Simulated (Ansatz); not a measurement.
aminoborane (SMILES BN) moved off its minimum; all values from Ansatz (an electronic-structure program), cores frozen in correlated methods.
(charge 0, multiplicity 1)
```xyz
6

B     -0.9454    -0.1045    -0.0191
N      0.5404    -0.1536    -0.0563
H     -1.2280    -0.9778    -0.0487
H     -1.2894     1.0773     0.0507
H      1.1487     0.8323     0.0808
H      0.8920    -0.7872     0.0676
```

Question: Give the forces (eV/Å), the total energy and the dipole at CCSD(T)/aug-cc-pVTZ.

Answer: 
| atom | Fx | Fy | Fz |
|---|---|---|---|
| B1 | 8.494 | 13.694 | 0.356 |
| N2 | -16.007 | 32.045 | -4.487 |
| H3 | -5.715 | -12.636 | -0.354 |
| H4 | -0.680 | -1.192 | -0.165 |
| H5 | -2.201 | -4.070 | -0.545 |
| H6 | 16.109 | -27.842 | 5.194 |
Energy -81.6893 hartree, dipole 1.13 D.
